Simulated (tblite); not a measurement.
C₃H₆F₄GeS.
Numbering: `[F:1][CH:2]([F:3])[CH2:4][S:5][GeH2:6][CH:7]([F:8])[F:9]` (hydrogens: H10 on C2; H11, H12 on C4; H13, H14 on Ge6; H15 on C7)

Computed with GFN2-xTB (tblite), gas phase: L-BFGS steps from a force-field or distance-geometry start until the largest atomic force falls under 0.01 eV/Å.

Step 77: E = -914.4932 eV
```
atom  x, y, z in Å  |  force x, y, z in eV/Å
F1      1.5169   -1.1547    0.6819    0.040  -0.021  -0.044
C2      2.3190   -0.2858   -0.0066   -0.006   0.036   0.031
F3      2.3661    0.8250    0.7502    0.008   0.026   0.015
C4      1.7524   -0.0170   -1.3842    0.001  -0.022   0.009
S5      0.1914    0.9455   -1.3844   -0.043  -0.007   0.001
Ge6    -0.9940   -0.1248    0.1648    0.070   0.027   0.029
C7     -2.9061    0.4683   -0.0617   -0.041   0.008   0.045
F8     -3.0509    1.7434    0.3843    0.012  -0.047  -0.038
F9     -3.6652   -0.3100    0.7634    0.014   0.005  -0.008
H10     3.3271   -0.7321   -0.0402   -0.028   0.045  -0.008
H11     2.4531    0.5870   -1.9585    0.015  -0.034   0.022
H12     1.5855   -0.9711   -1.8794    0.008  -0.029  -0.036
H13    -0.5904    0.2446    1.5681   -0.028  -0.033  -0.032
H14    -0.9523   -1.6164   -0.0653   -0.048  -0.011   0.009
H15    -3.3571    0.4059   -1.0602    0.025   0.055   0.005
```

Step 78: E = -914.4941 eV
```
atom  x, y, z in Å  |  force x, y, z in eV/Å
F1      1.5145   -1.1593    0.6774    0.017  -0.029  -0.019
C2      2.3141   -0.2845   -0.0047   -0.002   0.023   0.019
F3      2.3517    0.8258    0.7531   -0.017   0.040   0.012
C4      1.7545   -0.0213   -1.3861   -0.013  -0.004   0.000
S5      0.1898    0.9368   -1.3984   -0.031  -0.005  -0.001
Ge6    -0.9926   -0.1217    0.1599    0.070   0.015   0.054
C7     -2.9065    0.4713   -0.0567   -0.013  -0.005   0.012
F8     -3.0561    1.7412    0.3981    0.023  -0.004  -0.019
F9     -3.6636   -0.3145    0.7610   -0.003  -0.023   0.011
H10     3.3238   -0.7245   -0.0292    0.013   0.030  -0.030
H11     2.4548    0.5847   -1.9580    0.031  -0.024   0.019
H12     1.5947   -0.9762   -1.8829    0.006  -0.023  -0.015
H13    -0.5803    0.2477    1.5613   -0.030  -0.027  -0.038
H14    -0.9483   -1.6140   -0.0665   -0.061  -0.008   0.009
H15    -3.3549    0.4164   -1.0561    0.011   0.046  -0.013
```

Problem. Estimate the geometry and energy of step 79. (The exact step hangs on the optimiser's Hessian estimate; all steps are aligned on step 78, rigid shifts and turns removed.)

Solution. E = -914.4948 eV, largest force 0.080 eV/Å
```
atom  x, y, z in Å  |  force x, y, z in eV/Å
F1      1.5090   -1.1736    0.6658    0.022  -0.008  -0.003
C2      2.3060   -0.2867   -0.0036   -0.002   0.009   0.012
F3      2.3293    0.8204    0.7611   -0.047   0.011  -0.020
C4      1.7576   -0.0253   -1.3902   -0.016   0.018  -0.003
S5      0.1876    0.9274   -1.4178   -0.004  -0.022   0.000
Ge6    -0.9876   -0.1126    0.1580    0.045  -0.003   0.066
C7     -2.9061    0.4733   -0.0522   -0.017  -0.001   0.022
F8     -3.0684    1.7361    0.4191    0.035  -0.030  -0.020
F9     -3.6592   -0.3309    0.7530    0.019   0.005  -0.022
H10     3.3192   -0.7175   -0.0200    0.034   0.023  -0.037
H11     2.4617    0.5840   -1.9544    0.022  -0.020   0.018
H12     1.6071   -0.9800   -1.8923    0.007   0.001   0.017
H13    -0.5652    0.2720    1.5527   -0.030  -0.029  -0.041
H14    -0.9459   -1.6087   -0.0523   -0.070   0.012   0.009
H15    -3.3495    0.4301   -1.0548    0.002   0.033   0.002
```

The energy changes by -0.0007 eV. The first-order estimate −F·Δx gives -0.0012 eV and the mean of the old and new forces, exact on a quadratic surface, -0.0007 eV. The step makes an angle of 84° with the force vector and moves no atom by more than 0.030 Å.

What follows is the cost of the whole relaxation. Hardware: an Arm Neoverse V1 with one thread, shared host. Cost: 1.0 s.
